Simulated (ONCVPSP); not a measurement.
**Configuration tests for N (Z = 7) (ONCV)**

```
Element                 : N
Generator               : ONCVPSP 4.0.1
Type                    : optimised norm-conserving Vanderbilt (ONCV)
Functional              : PBE
Relativity              : scalar-relativistic
Frozen core             : [He]
Valence charge          : 5
Reference configuration : 2s2 2p3
Partial waves           : 2s: rc 0.75 bohr, ncon 4, nbas 7, qcut 9.8 1/bohr, 3 projectors, debl 3.8 Ha; 2p: rc 1.65 bohr, ncon 5, nbas 10, qcut 8.3 1/bohr, 2 projectors, debl 1.8 Ha; d scattering state at 0.06 Ha: rc 1.40 bohr, ncon 3, nbas 8, qcut 7.7 1/bohr, 2 projectors, debl 3.4 Ha
Local potential         : polynomial inside 0.70 bohr (lpopt 3, dvloc0 6 Ha)
Core correction         : Teter function, fcfact 5, rcfact 1.1
```

Energies are relative to the spin-unpolarised reference configuration 2s2 2p3; without spin polarisation the order of configurations can differ from experiment.

```json
{"valence configuration": "2s2 2p2", "charge": "+1", "ΔE all-electron (eV)": "13.591", "error AE − PS (meV)": "+18"}
{"valence configuration": "2s2 2p1", "charge": "+2", "ΔE all-electron (eV)": "42.445", "error AE − PS (meV)": "+164"}
{"valence configuration": "2s2 2p0", "charge": "+3", "ΔE all-electron (eV)": "89.527", "error AE − PS (meV)": "+724"}
{"valence configuration": "2s2 2p2.5", "charge": "+0.5", "ΔE all-electron (eV)": "5.093", "error AE − PS (meV)": "+2.5"}
```

Note: ghosts flagged at negative energy: s at -402.6 eV; GHOST(+) flags only above 600 eV. A true bound ghost makes a file unfit for plane-wave use.
